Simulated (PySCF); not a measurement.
CH8AlNO2Si, SMILES [Al]([N](C)[SiH3])([OH])[OH].

Geometry optimised at PBE0-D3(BJ)/def2-SVP. The structure was generated by enumeration; whether it is a known compound was not checked. One conformer was computed; it need not be the lowest.

These are CAM-B3LYP/def2-TZVP (PySCF) values and carry that method's errors.

Symmetry labels are those of the subgroup Cs that the program uses (full group Cs).

Computed valence orbital energies around the gap with their symmetry:
```json
[
 {"orbital": "HOMO−7", "symmetry": "A'", "energy (eV)": "-11.47"},
 {"orbital": "HOMO−6", "symmetry": "A'", "energy (eV)": "-11.20"},
 {"orbital": "HOMO−5", "symmetry": "A\"", "energy (eV)": "-11.18"},
 {"orbital": "HOMO−4", "symmetry": "A\"", "energy (eV)": "-11.02"},
 {"orbital": "HOMO−3", "symmetry": "A'", "energy (eV)": "-10.92"},
 {"orbital": "HOMO−2", "symmetry": "A\"", "energy (eV)": "-10.51"},
 {"orbital": "HOMO−1", "symmetry": "A'", "energy (eV)": "-10.44"},
 {"orbital": "HOMO", "symmetry": "A\"", "energy (eV)": "-8.43"},
 {"orbital": "LUMO", "symmetry": "A'", "energy (eV)": "0.47"},
 {"orbital": "LUMO+1", "symmetry": "A\"", "energy (eV)": "1.71"},
 {"orbital": "LUMO+2", "symmetry": "A'", "energy (eV)": "1.86"},
 {"orbital": "LUMO+3", "symmetry": "A'", "energy (eV)": "2.10"}
]
```
